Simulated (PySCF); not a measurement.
Compound: C₅H₁₀BCl.
InChI=1S/C5H10BCl/c7-6-4-2-1-3-5-6/h1-5H2

The closed-shell ground state was solved at several levels (PySCF, density fitting, gas phase, non-relativistic). One conformer (not necessarily the lowest) at the GFN2-xTB geometry, without solvent, vibrations or thermal averaging.

```
              level  basis functions  HOMO (eV)  LUMO (eV)  gap (eV)  dipole (D)
CAM-B3LYP/def2-SVPD              227      -9.16       0.25      9.41        1.47
     PBE0/def2-SVPD              227      -7.76      -0.85      6.91        1.48
```

(1) What might PBE0/pcSseg-1 (176 basis functions) give for the same quantities?

(2) Over all these levels, which gives the widest orbital gap and which the narrowest?

(3) How far do the dipole and the HOMO energy spread over the levels?

Results:

(1) HOMO -7.78 eV, LUMO -0.81 eV, gap 6.97 eV, dipole 1.43 D.

(2) CAM-B3LYP/def2-SVPD (range-separated hybrid) has the widest, 9.41 eV, and PBE0/def2-SVPD (global hybrid, 25 % exact exchange) the narrowest, 6.91 eV. The two share the basis. From the narrowest to the widest the HOMO moves by -1.40 eV and the LUMO by +1.10 eV.

(3) The dipole runs from 1.43 to 1.48 D (mean 1.46 D) and the HOMO from -9.16 to -7.76 eV.
